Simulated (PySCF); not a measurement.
C4H9NSi, SMILES N[SiH2]C1=CCC1.

Coordinates come from a TPSSh-D3(BJ)/def2-SVP optimisation. The structure was generated by enumeration, and PubChem lists no compound with its InChIKey, so it may never have been made. The values are those of a single conformer.

Calculation: PySCF with CAM-B3LYP/def2-TZVP.

Isolated molecule, no solvent.

Problem. Estimate the frontier levels, gap, dipole moment and polarisability. (Estimate from the structure and the level; the computed values follow.)

Solution. 
```json
{
 "highest_occupied_level": "-8.38 eV",
 "lowest_empty_level": "0.90 eV",
 "orbital_gap": "9.28 eV",
 "dipole_moment": "1.00 D",
 "quadrupole, principal values (traceless, Buckingham form, about the centre of nuclear charge)": "-5.68, -1.56, 7.24 D·Å",
 "mean_static_polarisability": "78.3 bohr³ (11.61 Å³)",
 "polarisability_principal_values": "61.7, 78.7, 94.6 bohr³"
}
```
